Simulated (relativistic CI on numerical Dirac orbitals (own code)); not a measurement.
Crystal-field levels of Pd⁵⁺, 4d5

Calculated by Dirac-Coulomb-Breit CI, orbitals from a KLI potential per configuration, QED by a radiative potential, valence Slater integrals scaled by 0.8, one configuration in a parametric crystal field (own radial code).

Field parameters in Wybourne normalisation: D3d B²₀ = −7Dσ, B⁴₀ = −14Dq − 21Dτ, B⁴₃ = −14√(10/7) Dq; Oh B⁴₀ = 21Dq, B⁴₄ = √(5/14) B⁴₀; Td as Oh with Dq negative (B⁴₀ = 21Dq, B⁴₄ = √(5/14) B⁴₀). The field is a parameter set, without covalency.

S and J are read from ⟨S²⟩ = S(S + 1) and ⟨J²⟩ = J(J + 1) of each level; they are not fictitious spins.

Td, 10Dq = -15500 cm⁻¹, the lowest 16 levels:

```csv
E (cm⁻¹),Degeneracy,Irrep,S,J
0.0,2,Γ7,2.46,2.53
2.3,4,Γ8,2.46,2.53
11041,4,Γ8,1.01,3.91
12439,2,Γ7,1.26,4.17
13585,2,Γ6,1.49,3.23
13827,4,Γ8,1.49,3.42
16374,4,Γ8,1.24,4.12
18595,2,Γ7,0.96,4.88
19367,2,Γ7,1.45,3.26
19438,2,Γ6,1.49,4.36
19577,4,Γ8,1.49,4.56
19643,4,Γ8,1.44,3.65
24531,2,Γ6,0.90,5.04
24790,4,Γ8,1.11,4.82
25478,2,Γ7,0.96,4.05
25551,2,Γ7,1.23,4.66
```

Principal g values of the ground doublet: 3.30, 3.30, 3.30.

Oh, 10Dq = 41800 cm⁻¹, the lowest 16 levels:

```
E (cm⁻¹)  Degeneracy  Irrep     S     J
     0.0           2     Γ7  0.52  4.57
    3493           4     Γ8  0.52  4.36
   26262           4     Γ8  1.53  3.80
   26754           2     Γ7  1.54  3.72
   27537           4     Γ8  1.50  3.46
   28017           2     Γ6  1.50  3.14
   33614           2     Γ6  1.49  3.81
   33745           4     Γ8  1.49  3.62
   34145           4     Γ8  1.48  3.46
   34282           2     Γ7  1.46  3.21
   39136           4     Γ8  0.53  5.29
   39893           2     Γ7  0.56  4.76
   40257           4     Γ8  2.46  2.59
   40263           2     Γ7  2.46  2.60
   41051           2     Γ6  0.52  5.14
   42238           2     Γ7  0.56  4.83
```

Principal g values of the ground doublet: 2.24, 2.24, 2.24.

D3d, 10Dq = 13950, Dσ = 1120, Dτ = -250 cm⁻¹, the lowest 16 levels:

| E (cm⁻¹) | Degeneracy | Irrep | S | J |
| --- | --- | --- | --- | --- |
| 0.0 | 2 | Γ4 | 2.47 | 2.52 |
| 17.0 | 2 | Γ5+Γ6 | 2.47 | 2.52 |
| 32.6 | 2 | Γ4 | 2.47 | 2.52 |
| 12781 | 2 | Γ4 | 1.12 | 3.98 |
| 15082 | 2 | Γ5+Γ6 | 1.42 | 3.92 |
| 15158 | 2 | Γ4 | 1.40 | 3.77 |
| 15829 | 2 | Γ5+Γ6 | 1.47 | 3.47 |
| 15845 | 2 | Γ4 | 1.49 | 3.72 |
| 16488 | 2 | Γ4 | 1.49 | 3.19 |
| 18515 | 2 | Γ4 | 1.20 | 4.15 |
| 18993 | 2 | Γ4 | 1.17 | 4.11 |
| 19173 | 2 | Γ5+Γ6 | 1.08 | 4.21 |
| 20707 | 2 | Γ4 | 1.39 | 3.83 |
| 20901 | 2 | Γ4 | 1.46 | 4.33 |
| 21207 | 2 | Γ5+Γ6 | 1.44 | 4.10 |
| 21704 | 2 | Γ4 | 1.42 | 3.93 |

Principal g values of the ground doublet: 1.64, 5.78, 5.78.

The free-ion ground term has S = 5/2. The field overcomes the spin-pairing energy for Oh, 10Dq = 41800 cm⁻¹, where the ground state has lower spin; these fields are assumed values.

Levels of this model without a field, named by their leading LS term (the scale mimics covalency, so terms lie below those of the real free ion): 6S_5/2 0, 4G_5/2 25574, 4G_7/2 26221, 4G_11/2 26388, 4G_9/2 26572, 4P_5/2 28316, 4P_3/2 29147, 4P_1/2 30305 cm⁻¹.
